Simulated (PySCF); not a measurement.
# Diatomics with 92 electrons

MP2 in PySCF with def2-SVPD on every atom (core potentials on Hg, Tl), for the lowest determinant that a PBE0 search found; no spin–orbit coupling. All have 92 electrons, 4 of them in the valence shells, and the same state, a singlet (closed shell). For ions De leads to the atom and ion picked by measured ionisation energies and electron affinities.

```
species  difference of nuclear charges  Re (Å)  ωe (cm⁻¹)  k (mdyn/Å)  De (eV)  dissociates to
  NaHg⁻                             69   3.927       38.9      0.0184      n/a        Na⁻ + Hg
   MgHg                             68   3.747       39.9      0.0201     0.06         Mg + Hg
   NaTl                             70   3.295        138       0.233     0.53         Na + Tl
  AlHg⁺                             67   2.977        125       0.217     0.43        Al⁺ + Hg
```

(1) Which member of the whole set has the stiffest bond, and how does it compare with the softest?

Correlated steps freeze the inner cores (1 to 5 orbitals); shallow outer-core shells are correlated. Weak bonds: AlHg⁺, MgHg. Basis-set superposition, not corrected here, can be much of De in a small basis, most of all at correlated wavefunction levels. These are scalar-relativistic numbers at best; spin–orbit coupling would shift them, the dissociation energy most. For an ion De counts to the pair picked by the measured ionisation energies or electron affinities, which need not be the lowest pair at this level. Where the molecule has an RHF reference, its open-shell atoms are computed with UHF.

Results:

(1) NaTl with k = 0.233 mdyn/Å, 13 times that of NaHg⁻.
